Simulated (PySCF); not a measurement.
Species: C₆H₁₆NPSi.
Atom-mapped SMILES: `[CH3:1][C@@H:2]1[CH2:3][CH2:4][N:5]([Si@@H:6]([CH3:7])[PH2:8])[CH2:9]1`

Cartesian coordinates in Å at the PBE0-D3(BJ)/def2-SVP level; atoms count from 1:
```
atom  x, y, z in Å
C1    -3.0807    0.1933   -0.8643
C2    -1.9726    0.1226    0.1681
C3    -1.4340    1.4706    0.6434
C4    -0.1138    1.0992    1.3094
N5     0.3477   -0.0738    0.5702
Si6    2.0251   -0.4382    0.3403
C7     2.2534   -2.2500   -0.0769
P8     2.8457    0.7655   -1.4203
C9    -0.6956   -0.5644   -0.3188
H10   -3.3914   -0.8111   -1.1920
H11   -2.7515    0.7504   -1.7568
H12   -3.9705    0.7009   -0.4613
H13   -2.3362   -0.4299    1.0536
H14   -1.2506    2.1177   -0.2321
H15   -2.1222    2.0037    1.3164
H16    0.6120    1.9309    1.2731
H17   -0.2696    0.8616    2.3798
H18    2.7348   -0.0785    1.6076
H19    3.3218   -2.4926   -0.1863
H20    1.7534   -2.4986   -1.0259
H21    1.8319   -2.8864    0.7165
H22    4.2173    0.5278   -1.0913
H23    2.8000    2.0069   -0.7123
H24   -0.7835   -1.6644   -0.2820
H25   -0.5102   -0.2912   -1.3798
```

NICS = −σ at a ghost point: NICS(0) at the centroid of the ring atoms, NICS(1) 1 Å to either side along the normal of their mean plane, zz for the tensor component along that normal. Level: GIAO CAM-B3LYP/pcSseg-1 (PySCF, non-relativistic, gas phase) on the PBE0-D3(BJ)/def2-SVP geometry, one conformer.

Ring bond lengths (Å): C2–C3 1.527, C3–C4 1.525, C4–N5 1.461, N5–C9 1.456, C9–C2 1.530.

Question: What do the NICS probes read (ppm)?

Answer: 
```json
{"ring": "C2–C3–C4–N5–C9", "type": "5-membered ring with N; formal bonds all single", "NICS(0)": "-6.8", "NICS(1), two faces": "-3.7 / -3.2", "NICS(1)zz, two faces": "-3.0 / -4.0", "rms pucker (Å)": "0.17", "centre to ring atoms, mean (Å)": "1.26"}
```

Question: What can be read from them?

Answer: 
- C2–C3–C4–N5–C9: mean NICS(1)zz -3.5 ppm, shielded. C2, C3, C4, C9 have four or more neighbours; no verdict on aromaticity is drawn.

Question: Give the inner angles of the rings.

Answer: 
- C2–C3–C4–N5–C9: C2 101.6°, C3 103.1°, C4 104.4°, N5 110.7°, C9 104.6°; sum 524.3° against 540° for a flat convex ring.

Question: What are the shieldings of the ring atoms and their hydrogens in the same run (means over atoms taken as equivalent)?

Answer: 
```
atoms                   environment  σ isotropic (ppm)  principal values of the symmetric part, first atom (ppm)
   C2                 sp3 CH carbon              144.4                                       123.8, 152.2, 157.2
   C3               ring CH2 carbon              143.5                                       120.1, 146.7, 163.9
   C4  sp3 carbon bound to nitrogen              131.8                                       100.0, 130.2, 165.1
   N5        silicon-bound nitrogen              231.0                                       158.9, 246.6, 287.3
   C9  sp3 carbon bound to nitrogen              126.9                                        99.8, 123.2, 157.8
  H13              methine hydrogen              29.46                                          25.7, 27.7, 35.0
  H14            methylene hydrogen              30.24                                          26.1, 29.6, 35.0
  H15            methylene hydrogen              29.73                                          25.5, 27.3, 36.4
  H16            methylene hydrogen              28.48                                          23.4, 28.5, 33.5
  H17            methylene hydrogen              28.23                                          22.8, 26.3, 35.6
  H24            methylene hydrogen              28.42                                          23.0, 29.3, 32.9
  H25            methylene hydrogen              29.04                                          23.3, 30.1, 33.7
```

Question: How do the values depend on the level or the medium?

Answer: 
```tsv
level	NICS(0), C2–C3–C4–N5–C9	mean NICS(1)zz, C2–C3–C4–N5–C9
CAM-B3LYP/pcSseg-1, gas	-6.8	-3.5
PBE0/pcSseg-1, gas	-7.1	-3.8
```

The geometry is the same throughout.
